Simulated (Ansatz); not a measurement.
Computed with Ansatz on PBE0-D4/def2-TZVP structures; ΔE is electronic, products minus reactants. CCSD(T)/CBS adds triple-zeta CCSD(T) − MP2 to the extrapolated MP2 energy (def2 sets, frozen cores). This one scheme is used for every species. DFT in def2-TZVPP. B3LYP here is the variant with VWN-RPA as its local correlation; programs differ in this. HSE06 is defined as in plane-wave codes. One conformer a species, not always the lowest.

`C[SiH2][SiH](N)Cl` → `C[SiH](N)Cl` + `[SiH2]`  (silylene formation by 1,1-elimination)

| level | ΔE (kJ/mol) |
| --- | --- |
| LDA (SPW92) | 260.7 |
| HSE06-D4 | 243.0 |
| B3LYP | 206.6 |
| MP2/def2-SVP | 221.6 |

(1) What does CCSD(T)/CBS give? (Estimate.)

Largest T1 diagnostic among the species: 0.014.

## Answers

(1) The calculation gave: +222.3 kJ/mol. The listed levels differ from it by 38.4, 20.7, -15.7, -0.7 kJ/mol.

At CCSD(T), def2-SVP lies −17.1 kJ/mol from the extrapolated value and def2-TZVPP −7.8 kJ/mol. In def2-TZVPP, CCSD(T) changes the Hartree–Fock value by +21.1 kJ/mol (the triples alone add +5.8 kJ/mol) and MP2 by +36.2 kJ/mol. From PBE to PBE0 (25 % exact exchange), in def2-TZVPP and without D4, ΔE moves by +4.6 kJ/mol.

CCSD(T)/CBS has its own doubt, a few kJ/mol and more with outer-core shells, so smaller differences from it don't rank the levels.
